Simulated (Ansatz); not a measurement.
## Which is lower?

The two ends of one reaction step of Si2H5Br, closed shell (PBE0-D4/def2-TZVP).

A:

Si1  (-1.082, 0.725, -0.641)
Br2  (-0.103, -1.443, -1.748)
H3  (-0.322, -1.117, -3.121)
H4  (-1.995, -0.227, 0.120)
Si5  (0.596, 0.521, 1.037)
H6  (0.110, 1.289, 2.223)
H7  (0.897, -0.867, 1.506)
H8  (1.898, 1.120, 0.625)
(Å)

B:

```
8
angstrom
Si -0.7255 -0.2780 -0.8226
Br 0.2978 -1.9755 -1.8475
H -0.9487 0.7863 -1.8335
H -2.0413 -0.7718 -0.3437
Si 0.6372 0.4448 0.9324
H -0.0142 1.5785 1.6435
H 0.8497 -0.6762 1.8839
H 1.9450 0.8918 0.3875
```

Ansatz 0.2.0; basis: def2-TZVPP; cores frozen in the correlated methods. Filled d shells of the heavier atoms are correlated. The def2 sets are not built for correlating such inner shells, so the correlated values are less sure here. B3LYP uses VWN-RPA correlation.

(1) Which structure is lower at CCSD(T), and by how much? (Judge from chemistry; the value comes from the calculation.)

T1 diagnostic: at most 0.011.

Answers

(1) The calculation gives: B, by 66.64 kcal/mol (electronic energy, against the other). By their contacts, A is Si₂H₅Br ([SiH3][SiH][BrH]) and B is Si₂H₅Br ([SiH3][SiH2][Br]).

All methods give the same order:

| method | E(B) − E(A) (kcal/mol) |
| --- | --- |
| SPW92 | -62.28 |
| PBE-D4 | -62.58 |
| BLYP-D4 | -62.60 |
| r2SCAN-D4 | -68.68 |
| B97M-V | -65.13 |
| PBE0-D4 | -66.65 |
| B3LYP-D4 | -66.12 |
| r2SCAN0-D4 | -70.38 |
| BHLYP-D4 | -70.48 |
| CAM-B3LYP-D4 | -68.72 |
| wB97X-V | -70.02 |
| wB97M-V | -65.89 |
| B2PLYP | -68.37 |
| PBE-QIDH | -70.33 |
| RPA on PBE | -64.13 |
| HF | -75.83 |
| MP2 | -69.93 |
| CCSD | -67.70 |
| CCSD(T) | -66.64 |

Labels in which every atom is bracketed show which atoms are joined, not bond orders.

For scale, one of the runs: CCSD(T)/def2-TZVPP, 202 basis functions (an equivalent command: `ansatz run in.yaml --threads 4`). The run took 49 s on 4 CPU threads (shared host), with 2.3 GiB of host memory at its peak.
